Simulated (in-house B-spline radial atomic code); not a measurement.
RPA and G0W0 on Hartree-Fock: K

Configuration [Ar] 4s1, highest spin, mean-field start Hartree-Fock. Computed with a B-spline radial code for spherical atoms: all electrons, non-relativistic, point nucleus, each spin shell either full or empty, empty states to l = 9 with an (l + 1/2)⁻⁴ tail; G0W0 by contour deformation at full frequency.

Command:
```bash
python run_gw.py task.json out
```
Settings (radii: box in bohr, nucleus in fm):
```
Z                        19
electrons                19
configuration            [Ar] 4s1
hamiltonian              nr
method                   hf
lmax                     9
spin_polarised           True
box_radius               40
intervals                53
ion_configuration        [Ne] 3s2 3p6
```

Cost of the run: 4.5 s on 1 thread of Arm Neoverse N1, on a shared host.

Energies (hartree):

```tsv
term	value
mean-field total	-599.16487
Hartree-Fock functional on these orbitals	-599.16487
direct second order	-1.1279
second-order exchange	0.38867
SOSEX correction	0.35932
```

(1) What is the RPA correlation energy, and what remains with SOSEX?

Quasi-particle levels (eV):

| level | occupied | mean field | Σx - vxc | Σc | QP weight | G0W0 |
| --- | --- | --- | --- | --- | --- | --- |
| 4s up | yes | -4.018 | 0.00 | ? | ? | ? |
| 3p down | yes | -25.945 | 0.00 | 0.17 | 0.896 | -25.773 |
| 3p up | yes | -25.991 | 0.00 | 0.18 | 0.893 | -25.814 |

G0W0 = mean field + (Σx - vxc) + Σc, with Σc (partial-wave tail included) taken at the quasi-particle energy. Only the outer levels were computed. Levels of low weight are left out.

(2) Where does G0W0 put 4s up?

(3) What does it cost to remove one electron (to [Ne] 3s2 3p6) by differences of total energies, each species on its own start (correlation terms add to the Hartree-Fock functional)?

## Answers

(1) RPA gives -1.0071 hartree (-1.44 eV per electron); RPA + SOSEX gives -0.64782, and the second-order doubles (MP2) -0.73922 hartree. SOSEX takes back 36 % of the RPA value.

(2) At -4.528 eV, with Σc = -0.51 eV and a quasi-particle weight of 0.953. The tabulated removal energy is 4.341 eV (NIST, measured); the calculation leaves out relativity, Breit and QED terms, and what these don't explain is the method's own error.

(3) Hartree-Fock functional 4.008 eV, + RPA 4.454 eV, + RPA + SOSEX 4.209 eV, + second order 4.307 eV. Tabulated: 4.341 eV (NIST, measured); the calculation leaves out relativity, Breit and QED terms, and what these don't explain is the method's own error.
